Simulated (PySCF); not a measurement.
CH4AlClOSe, SMILES C[O][Al]([Cl])[SeH].

Coordinates come from a ωB97X-D3(BJ)/def2-SVP optimisation. The structure was generated by enumeration; whether it is a known compound was not checked. The values are those of a single conformer.

These are TDDFT-LC-ωPBE/def2-SVPD run with PySCF values and carry that method's errors.

Vertical excitations. Isolated molecule, no solvent. State labels are in the subgroup Cs.

Computed lowest excited states:
```
state  symmetry  energy (eV)  λ (nm)      f                                                                 main pairs
-----  --------  -----------  ------  -----  -------------------------------------------------------------------------
S1           A"         5.89     211  0.017                         HOMO→LUMO+2 52 %, HOMO→LUMO 25 %, HOMO→LUMO+3 15 %
S2           A"         6.11     203  0.046                         HOMO→LUMO 55 %, HOMO→LUMO+2 24 %, HOMO→LUMO+6 10 %
S3           A'         6.74     184  0.060                                                           HOMO→LUMO+1 80 %
S4           A"         7.35     169  0.009                                                           HOMO−1→LUMO 69 %
S5           A'         7.45     166  0.012                                                           HOMO−2→LUMO 70 %
S6           A'         7.77     160  0.342                                                           HOMO−3→LUMO 69 %
S7           A"         7.79     159  0.000                                                         HOMO−2→LUMO+1 90 %
S8           A"         7.86     158  0.001                                                         HOMO−3→LUMO+1 84 %
S9           A'         7.97     156  0.259                                     HOMO−3→LUMO+2 53 %, HOMO−1→LUMO+1 12 %
S10          A"         8.05     154  0.003    HOMO→LUMO+9 39 %, HOMO→LUMO+7 16 %, HOMO→LUMO+8 14 %, HOMO→LUMO+14 11 %
T1           A"         5.40     229      0                         HOMO→LUMO+2 63 %, HOMO→LUMO+3 14 %, HOMO→LUMO 10 %
T2           A"         5.66     219      0                         HOMO→LUMO 63 %, HOMO→LUMO+6 11 %, HOMO→LUMO+2 10 %
T3           A'         5.89     210      0                                                           HOMO→LUMO+1 84 %
T4           A'         6.77     183      0  HOMO−3→LUMO+2 39 %, HOMO−3→LUMO 26 %, HOMO−3→LUMO+3 12 %, HOMO→LUMO+1 6 %
```
Triplets are in the Tamm–Dancoff approximation, which puts them higher than full response would, so one can lie above its singlet here.
